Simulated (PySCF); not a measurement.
**C₆ coefficients of unlike pairs at BP86**

Calculated with PySCF 2.14 from the dipole response of each species, C₆(A,B) = (3/π) ∫ α_A(iu) α_B(iu) du, in atomic units, from isotropic polarisabilities. For ions this is the dispersion term alone; charge-induced terms of lower order in 1/R come first.

```tsv
species	configuration	basis	relativity	α (bohr³)	C₆ (like pair)
I⁺	[Kr] 4d10 5s2 5p4 (3P)	def2-QZVPPD with the def2 core potential (28 electrons) (8s7p5d4f1g)	core potential	20.54	177.9
Cr⁺	[Ar] 3d5 (6S)	aug-cc-pVQZ-DK (9s8p6d4f3g2h)	spin-free X2C	15.06	57.33
B	[He] 2s2 2p1 (2P)	aug-cc-pCVTZ-DK with one added diffuse shell each of s, p, d, f type (8s7p5d3f)	spin-free X2C	23.90	117.6
Tc³⁺	[Kr] 4d4 (5D)	dyall-av2z (22s15p11d2f)	none	5.127	23.14
```

(1) Estimate C₆ for Tc³⁺ with B.

No spin-orbit coupling is included.

The other pairs:

```
     pair     C₆
Tc³⁺, Cr⁺  33.46
 Tc³⁺, I⁺  60.56
    B, I⁺  136.8
  Cr⁺, I⁺  99.67
   B, Cr⁺  79.69
```

Results:

(1) The integral gives 41.82. The combination rule 2 C_A C_B / (C_A α_B/α_A + C_B α_A/α_B) gives 40.89 and the geometric mean 52.16.
